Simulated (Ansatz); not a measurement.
Cost and result for the atomization energy of CH$_{4}$In (`[CH3][InH]`) radical (6 atoms, 5 bonds).

Cartesian coordinates in Å:
```
C 0.291 0.135 -0.667
In -1.180 -0.366 0.876
H 1.263 0.321 -0.206
H -0.036 1.024 -1.208
H 0.371 -0.691 -1.375
H -0.710 -0.422 2.580
```

Total charge 0; spin multiplicity 2. Correlated methods include outer-core shells of In, which these sets cover unevenly. In takes the def2 core potential. Geometry: relaxed with PBE0-D4/def2-TZVP. Program: Ansatz. All runs use 2 threads of a server CPU on a shared host. Times are those of one run each, without the atoms' runs, and a repeat can differ threefold. Electronic energies, without spin–orbit coupling; frozen cores. CCSD(T)/CBS adds CCSD(T) − MP2 in def2-TZVPP to the MP2 limit, and its time is that of the two runs behind it. T1 = 0.016; ⟨S²⟩ of the reference is 0.76. With those shells the extrapolation isn't a true limit. B3LYP takes the VWN-RPA correlation (the form of Gaussian; ORCA's B3LYP/G).

CCSD(T)/CBS is a level of theory with its own doubt, some kJ/mol a heavy atom from the limit and from the frozen cores, so smaller differences don't rank the functionals.

```tsv
level	functions	wall time
LDA (SPW92)/def2-TZVPP	137	1.1 s
revPBE-D4/def2-TZVPP	137	2.2 s
PBE-D4/def2-TZVPP (with forces)	137	2.5 s
PBE0-D4/def2-TZVPP	137	2.9 s
CCSD(T)/def2-SVP	60	3.2 s
B3LYP-D4/def2-TZVPP (with forces)	137	3.8 s
PBE-QIDH/def2-TZVPP	137	4.5 s
r2SCAN-D4/def2-TZVPP (with forces)	137	6.5 s
B97M-V/def2-TZVPP	137	10 s
MP2/def2-QZVPP	259	11 s
ωB97M-V/def2-TZVPP (with forces)	137	12 s
CCSD(T)/def2-TZVPP	137	57 s
CCSD(T)/CBS(def2)	–	68 s
```

Q: What atomization energy does each give, and how far from CCSD(T)/CBS? (An estimate is asked.)

A: Ansatz gave: 
```csv
level,atomization (kJ/mol),difference from CCSD(T)/CBS,per bond
LDA (SPW92)/def2-TZVPP,1886.9,212.6,42.5
revPBE-D4/def2-TZVPP,1652.3,-22.0,-4.4
PBE-D4/def2-TZVPP (with forces),1684.3,10.0,2.0
PBE0-D4/def2-TZVPP,1672.5,-1.8,-0.4
CCSD(T)/def2-SVP,1590.0,-84.3,-16.8
B3LYP-D4/def2-TZVPP (with forces),1672.4,-1.9,-0.4
PBE-QIDH/def2-TZVPP,1663.6,-10.7,-2.1
r2SCAN-D4/def2-TZVPP (with forces),1684.8,10.5,2.1
B97M-V/def2-TZVPP,1682.5,8.2,1.7
MP2/def2-QZVPP,1646.3,-28.0,-5.6
ωB97M-V/def2-TZVPP (with forces),1679.6,5.3,1.1
CCSD(T)/def2-TZVPP,1645.0,-29.3,-5.9
CCSD(T)/CBS(def2),1674.3,0.0,0.0
```

From r2SCAN to r2SCAN0 (25 % exact exchange), in def2-TZVPP and without D4, the atomization energy moves by −13.5 kJ/mol: exact exchange takes away binding that semilocal exchange gives to molecules. Leaving LDA and LC-ωPBE aside and taking each functional with its dispersion term where it has one, the values, not all of them listed here, spread over 41.0 kJ/mol, from BHLYP-D4 to r2SCAN-D4. LDA lies +210.4 kJ/mol from PBE without D4, its usual overbinding. In def2-TZVPP, CCSD(T) changes the Hartree–Fock value by +388.7 kJ/mol (the triples alone add +17.6 kJ/mol) and MP2 by +372.4 kJ/mol; breaking electron pairs costs correlation energy, which Hartree–Fock lacks.

Spin–orbit coupling would lower the free In atoms strongly, and the atomization energy with them, by more than many differences here.
